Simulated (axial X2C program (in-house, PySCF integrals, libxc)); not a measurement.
Ionising LiFe

All values come from calculations with an axial X2C code built on PySCF integrals, spin-free (one-electron X2C) or two-component (2c: spin–orbit coupling with atomic mean-field Coulomb and Gaunt terms, which also bring small scalar terms), in Dyall basis sets with cores contracted in-house; open shells are unrestricted.

Basis sets: Fe dyall-cv3z, Li dyall-cv3z.

```tsv
Hamiltonian	level	LiFe state	Re (Å)	ωe (cm⁻¹)	De (eV)
spin-free	PBE0	M_S = 3/2, Λ = 0	2.329	377.1	0.75
2c	PBE0	Ω = 3/2	2.330	376.8	n/a
```

Adiabatic ionisation energy (minimum to minimum, no zero-point term) and constants of LiFe⁺:

| Hamiltonian | level | LiFe⁺ state | IE (eV) | Re (Å) | ωe (cm⁻¹) | De (eV) | fragments |
| --- | --- | --- | --- | --- | --- | --- | --- |
| spin-free | PBE0 | M_S = 2, Λ = 0 | 5.44 | 2.799 | 261.0 | 0.88 | Fe + Li+ |
| 2c | PBE0 | Ω = 2 | 5.44 | 2.799 | 260.9 | n/a | Fe + Li+ |

**Question.** Add the zero-point terms to the ionisation energy at PBE0, 2c, and say whether the electron removed was bonding.

**Answer.** IE0 = IE + (ωe⁺ − ωe)/2 = 5.44 + (-0.007) = 5.43 eV. Re changes by 0.469 Å, but the two determinants differ by more than one electron in one block, so no single orbital tells the change.

Each entry is the lowest single determinant of a limited PBE0 search at one distance. De goes to single-determinant-based atoms at the same level (for ions the charge split of lowest energy) and is withheld (n/a) where an atom does not fit its ground term or J level. Main or longest-lived isotopes. One determinant is a doubtful description, or other states lie close, for LiFe, LiFe⁺; these need not be ground states, and all values refer to the states named. Some open-shell Ω = 0 determinants are out of reach, so the Ω given for LiFe⁺ need not be the lowest component. With several unpaired electrons the Ω given is that of one determinant, not necessarily of the lowest component. The functionals have no current term, which raises determinants with orbital currents.
